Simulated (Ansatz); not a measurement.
Geometry optimisation, RKS PBE-D4/STO-3G in Ansatz 0.2.0.

input.yaml

```yaml
crystal:
  periodic: [false, false, false]
  atoms:
    - { symbol: Si, position_ang: [0.0, 0.0, 0.0] }
    - { symbol: F, position_ang: [0.0, 0.0, 1.59] }
    - { symbol: O, position_ang: [1.5842, 0.0, -0.5594] }
    - { symbol: Si, position_ang: [2.4906, -1.3762, -0.8866] }
    - { symbol: H, position_ang: [1.6598, -2.3521, -1.5857] }
    - { symbol: H, position_ang: [3.6318, -1.0202, -1.7249] }
    - { symbol: H, position_ang: [2.9691, -1.9538, 0.366] }
    - { symbol: O, position_ang: [-0.7913, 1.3709, -0.5594] }
    - { symbol: Si, position_ang: [-2.4002, 1.4263, -1.0396] }
    - { symbol: H, position_ang: [-3.2124, 0.6421, -0.1138] }
    - { symbol: H, position_ang: [-2.862, 2.8114, -1.0378] }
    - { symbol: H, position_ang: [-2.5267, 0.8736, -2.385] }
    - { symbol: O, position_ang: [-0.7913, -1.3709, -0.5594] }
    - { symbol: Si, position_ang: [-1.673, -2.4329, 0.3983] }
    - { symbol: H, position_ang: [-1.2634, -2.287, 1.792] }
    - { symbol: H, position_ang: [-3.0964, -2.1323, 0.2761] }
    - { symbol: H, position_ang: [-1.4264, -3.8036, -0.0398] }
basis:
  gaussian: { orbitals: STO-3G }
hamiltonian:
  xc: pbe
  dispersion: d4
relax:
  f_tol: 0.02
  max_steps: 40
```

Launched with:

```bash
$ ansatz run input.yaml --threads 1 --pin off --max-ram 2048MiB --backend cpu --events-out ev --progress --plain --runs-dir out
```

Problem. Where does it end, and by what steps?

Solution. The run converged. Limits of this set-up: minimal basis. After 38 steps the energy has fallen by 0.394 eV; H12 moved furthest, 1.70 Å.

```
step  energy less start (eV)  largest force component (eV/Å)  accepted
   0                  0.0000                           2.057       yes
   2                 -0.2398                           0.280       yes
   4                 -0.2858                           0.157       yes
   6                 -0.3145                           0.050       yes
   8                 -0.3362                           0.254       yes
  10                 -0.3490                           0.351       yes
  12                 -0.3563                           0.041       yes
  14                 -0.3584                           0.024       yes
  16                 -0.3593                           0.026       yes
  18                 -0.3602                           0.040       yes
  20                 -0.3617                           0.109       yes
  22                 -0.3640                           0.189       yes
  24                 -0.3683                           0.241       yes
  26                 -0.3724                           0.235       yes
  28                 -0.3780                           0.218       yes
  30                 -0.3826                           0.086       yes
  32                 -0.3857                           0.094       yes
  34                 -0.3895                           0.071       yes
  36                 -0.3917                           0.078       yes
  38                 -0.3943                           0.020       yes
```

```xyz
17
Properties=species:S:1:pos:R:3
Si -0.144 -0.044 0.435
F 0.082 -0.001 2.061
O 1.313 0.238 -0.392
Si 1.912 -1.121 -1.263
H 1.073 -1.497 -2.399
H 3.202 -0.680 -1.777
H 2.134 -2.304 -0.433
O -1.253 1.212 0.147
Si -1.895 1.265 -1.448
H -2.825 0.161 -1.694
H -2.623 2.523 -1.542
H -0.865 1.223 -2.486
O -0.653 -1.581 -0.108
Si -1.585 -2.526 0.983
H -0.799 -2.983 2.129
H -2.751 -1.805 1.494
H -2.033 -3.686 0.225
```

Whether the end is a true minimum wasn't checked by a vibrational analysis.

The run took 4.5 min on 1 thread of Arm Neoverse V1, with other jobs on the host, peak memory 0.16 GiB.
